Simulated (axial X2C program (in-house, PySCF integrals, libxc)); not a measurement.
**Potential curves of RuO⁻, with spin–orbit coupling**

Calculated with an in-house relativistic program for diatomic molecules. Two-component (2c) means X2C with spin–orbit coupling and atomic mean-field two-electron Coulomb and Gaunt terms. Basis: Ru dyall-acv3z [13s13p9d5f3g], O dyall-av3z [7s6p3d2f] (cores contracted in-house); Gaussian nuclei, density fitting, unrestricted open shells. Masses: Ru 101.904 u, O 15.995 u.

State: Ω = 7/2 (⟨Sz⟩ = 1.50, ⟨Lz⟩ = 2.00 at PBEsol). Energies in eV from the lowest point of each curve. Fits are polynomials in 1 − R0/R over 0.85 to 1.23 times the lowest point R0.

```json
{"R (Å)": "1.4921", "PBEsol": "1.4960"}
{"R (Å)": "1.5607", "PBEsol": "0.6288"}
{"R (Å)": "1.6121", "PBEsol": "0.2542"}
{"R (Å)": "1.6636", "PBEsol": "0.0581"}
{"R (Å)": "1.7150", "PBEsol": "0.0000"}
{"R (Å)": "1.7750", "PBEsol": "0.0620"}
{"R (Å)": "1.8351", "PBEsol": "0.2247"}
{"R (Å)": "1.9122", "PBEsol": "0.5302"}
{"R (Å)": "2.0065", "PBEsol": "0.9869"}
{"R (Å)": "2.1438", "PBEsol": "1.7061"}
```

The state is a single determinant with fixed occupations, the lowest that a limited PBE0 search found. Density functionals use the spin component along the axis (collinear). The functionals have no current-density term, which raises determinants with orbital currents, atoms included. With several unpaired electrons one determinant need not be a pure state. At some level and bond length an empty orbital lies below a filled one. The highest occupied level of some functionals is positive through self-interaction error; at Hartree–Fock it is bound. The lowest spin-free determinant has another configuration (M_S = 3/2, Λ = 0), so the order of states is uncertain and this need not be the ground state.

Q: Fit the PBEsol curve near its minimum: give the equilibrium distance and the harmonic wavenumber.

A: At PBEsol, 2c: Re = 1.716 Å, ωe ≈ 877 cm⁻¹; Be follows as 0.414 cm⁻¹.
